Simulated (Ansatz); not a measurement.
Coupled-cluster diagnostics for the cluster KPbBr₃, Ansatz.

Geometry of the singlet (B3LYP-D4/def2-SVP):

```xyz
5

K     0.9529   -1.0793    0.0273
Pb   -2.0948    2.2811    0.1046
Br    2.9717   -3.1272   -0.3593
Br    0.5236    2.2542    0.6772
Br   -2.3534   -0.3289   -0.4497
```

In the def2 sets Pb takes a core potential; there is no spin–orbit coupling. Correlated methods freeze 36 core orbitals; core or outer-core shells of K, Pb, Br are correlated, in sets that lack core-valence functions. Another isomer (singlet) lies 1.69 eV lower at PBE0-D4/def2-TZVP; other spin states weren't run for this one.

Task: Estimate the CCSD(T) correlation energy, the shares of MP2 and (T), T1 and the reference's ⟨S²⟩ for: charge 0, singlet, own geometry in def2-SVP; and the rough time on 4 threads of Intel Xeon Platinum 8259CL on a shared host.

Result: 
| state | basis | correlation (eV) | MP2 share (%) | (T) share (%) | T1 | ⟨S²⟩ (pure) | wall time |
| --- | --- | --- | --- | --- | --- | --- | --- |
| charge 0, singlet, own geometry | def2-SVP | -23.376 | 96.2 | 2.1 | 0.009 | 0.00 (0.00) | 57 s |
Customary marks for T1 are 0.02 (closed shells), 0.045 (open shells) and about 0.05 (3d metals). T1 stays under 0.02 throughout.
